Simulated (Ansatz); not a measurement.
`[F][AlH][O][SiH3]`, charge 0, multiplicity 1.

(1) Give a relaxed structure at PBE0-D4/def2-TZVP (Ansatz). (An estimate is asked.)

## Answers

(1) Ansatz gave: 
Cartesian coordinates in Å:
```
F 1.6355 1.2067 2.0625
Al 1.6791 0.3811 0.6412
O 0.2413 -0.0483 -0.0913
Si -1.2974 -0.3247 -0.5467
H 3.0634 0.0209 0.0129
H -1.6838 0.6398 -1.6094
H -1.4183 -1.7074 -1.0776
H -2.2198 -0.1681 0.6083
```
